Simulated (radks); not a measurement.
Task: These are the eigenvalues of the occupied orbitals of an atom or ion with whole-number occupations (eV). Calculated with a radial shooting solver on a logarithmic mesh with Libxc functionals: Dirac Kohn-Sham, PBE, spin-unpolarised, spherical densities, finite nucleus; Fermi nuclear charge, rms radius of each element as measured or else 0.836 A^(1/3) + 0.57 fm.

| orbital | eigenvalue |
|---|---|
| 1s1/2 | -44974.14 |
| 2s1/2 | -7308.675 |
| 2p1/2 | -6921.449 |
| 2p3/2 | -6361.223 |
| 3s1/2 | -1593.443 |
| 3p1/2 | -1427.360 |
| 3p3/2 | -1314.710 |
| 3d3/2 | -1025.992 |
| 3d5/2 | -1001.580 |
| 4s1/2 | -316.6256 |
| 4p1/2 | -253.4339 |
| 4p3/2 | -228.8630 |
| 4d3/2 | -124.9348 |
| 4d5/2 | -120.5692 |
| 5s1/2 | -41.7296 |
| 5p1/2 | -24.8967 |
| 5p3/2 | -21.6375 |
| 6s1/2 | -3.5369 |
| 4f5/2 | -2.2442 |

Which element is it, and in what charge state? The configuration may be excited. Open shells, if any, fill j = l - 1/2 first.

Result: Z = 61, promethium, charge 0: Pm in [Xe] 4f5 6s2. The list shows which subshells hold electrons but not how many an open one holds; the 1s level, -1652.8 hartree, gives Z - s = 57.5 by -(Z - s)^2/2, which with screening and relativity narrows Z to a few neighbours, and the depths of the outer levels then fix element, charge and occupations together.
